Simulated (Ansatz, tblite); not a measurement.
Cost and result up the ladder for Al2P2⁺ (the lowest doublet isomer of a short search) (4 atoms). Total charge 1; doublet. Geometry: B3LYP-D4/def2-TZVP.

```xyz
4

Al    1.093    1.900   -0.180
Al   -1.093   -1.900    0.180
P     0.920   -0.517    0.130
P    -0.920    0.517   -0.130
```

Ansatz on 4 threads of Arm Neoverse V1 on a shared host; xTB runs through tblite on one thread. Times are rough, summed over both states, and most runs start from the orbitals of an earlier one. PBE-QIDH/def2-TZVP serves as the yardstick here, not as an exact answer. The other state is a quartet at its own geometry, which has other bonds, so the gap mixes isomer and spin.

The xTB rows come from tblite. HSE06 is defined as in plane-wave codes, on full-range PBE exchange. Correlated methods freeze 20 core orbitals. In CCSD on the charge 1 doublet the largest single amplitude is 0.21, so its Hartree–Fock determinant may place the open shell otherwise than the density functionals do. The structure comes from a short search, and lower isomers may exist.

Run but left out: HF/STO-3G, HF/def2-TZVP, HF/def2-TZVPP, MP2/def2-TZVP, MP2/def2-TZVPP (doublet: ⟨S²⟩ 1.18 to 1.60, where a pure state has 0.75).

Correlated methods converge slowly with the basis.

xTB has no spin-polarisation term.

```csv
level,functions,wall time,quartet − doublet (eV),difference from PBE-QIDH/def2-TZVP (eV),remarks
GFN1-xTB,36,0.009 s,1.65,0.30,–
GFN2-xTB,36,0.013 s,1.73,0.38,–
PBE-D4/def2-TZVP,148,4.3 s,1.35,0.00,–
RPA@PBE/def2-TZVP,148,6.4 s,1.34,-0.01,–
PBE0-D4/def2-TZVP,148,6.4 s,1.24,-0.11,–
HSE06-D4/def2-TZVP,148,6.4 s,1.26,-0.10,–
B2PLYP/def2-TZVP,148,12 s,1.39,0.03,–
r2SCAN-D4/def2-TZVP,148,13 s,1.25,-0.10,–
PBE-QIDH/def2-TZVP,148,13 s,1.35,0.00,–
B97M-V/def2-TZVP,148,16 s,1.42,0.07,–
r2SCAN0-D4/def2-TZVP (with forces),148,24 s,1.15,-0.20,–
CCSD(T)/def2-TZVPP,168,66 s,1.32,-0.03,"large T1 (0.062) (doublet), spin-contaminated (⟨S²⟩ 1.19) (doublet), spin-contaminated (⟨S²⟩ 3.92) (quartet)"
```
